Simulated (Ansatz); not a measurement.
Species: CH5OSi, net charge 0, doublet state. It need not be the lowest isomer of its formula. SMILES: C[SiH2][O]
Geometry: optimised at B3LYP-D3(BJ)/def2-TZVP (Ansatz, a program for electronic structure).

Quantity: atomisation energy (electronic, to ground-state atoms), in kJ/mol. Cores are frozen in the correlated levels unless marked. Open shells are spin-unrestricted. No spin-orbit coupling. Non-relativistic. The coupled-cluster limit lacks core correlation, which all-electron functionals hold. CBS marks a two-point X^-3 extrapolation of the correlation energy; Hartree-Fock from the larger set.

```
level                                        program  atomisation energy (kJ/mol)  minus last row
------------------------------------  --------------  ---------------------------  --------------
PBE-D4/def2-TZVPD                     Ansatz + dftd4                       2714.7            23.1
BLYP-D3(BJ)/def2-TZVPD                Ansatz + dftd3                       2692.1             0.5
PBE-QIDH/def2-TZVPD                           Ansatz                       2645.6           -46.0
MP2/CBS(def2-TZVPP,def2-QZVPP)                Ansatz                       2690.0            -1.6
CCSD(T)/6-31G                                 Ansatz                       2155.5          -536.1
CCSD(T)/cc-pwCVTZ                             Ansatz                       2624.8           -66.8
CCSD(T)/CBS(cc-pV(T+d)Z,cc-pV(Q+d)Z)          Ansatz                       2691.6             0.0
```
